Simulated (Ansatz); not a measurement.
System (SMILES): Cl[Se]Cl.
Atoms: Se1, Cl2, Cl3. Bonds: Se1-Cl2, Se1-Cl3.

Basis-set convergence of the highest harmonic wavenumber at HF with Ansatz (a program for electronic structure). Each level at its own minimum, finite differences of forces, unscaled; the reference is a large set that could be run, not a limit. Cartesian d functions, on some or all atoms, in 3-21G, 6-31G, 6-31G**; all else is spherical. The program fits the integrals of some runs and decomposes those of others, by size. No added dispersion term, no relativity. Reference: the value in aug-pcseg-2, 458 cm⁻¹. Deviations are taken from unrounded values. Cost is core time over that of 6-31G, rough, on shared machines of one kind; a dash marks a row that isn't timed (too short, read off another run, short of memory, by another algorithm or on other hardware).

```
basis            functions  highest harmonic wavenumber (cm⁻¹)  minus reference (cm⁻¹)  cost
---------------  ---------  ----------------------------------  ----------------------  ----
STO-3G                  36                                 521                      64     -
pcseg-0                 48                                 412                     -45     -
3-21G                   49                                 388                     -70  0.5×
6-31G                   55                                 397                     -60    1×
def2-SVP                68                                 440                     -17  0.8×
6-31G**                 73                                 457                      -1    1×
aug-pcseg-1             90                                 447                     -11    2×
def2-SVPD               95                                 440                     -17    1×
aug-cc-pV(D+d)Z        100                                 449                      -9    2×
pcseg-2                111                                 457                      -1    2×
def2-TZVPD             149                                 459                       1    4×
aug-pcseg-2            159                                 458                       0    4×
def2-TZVPPD            159                                 459                       1    4×
```
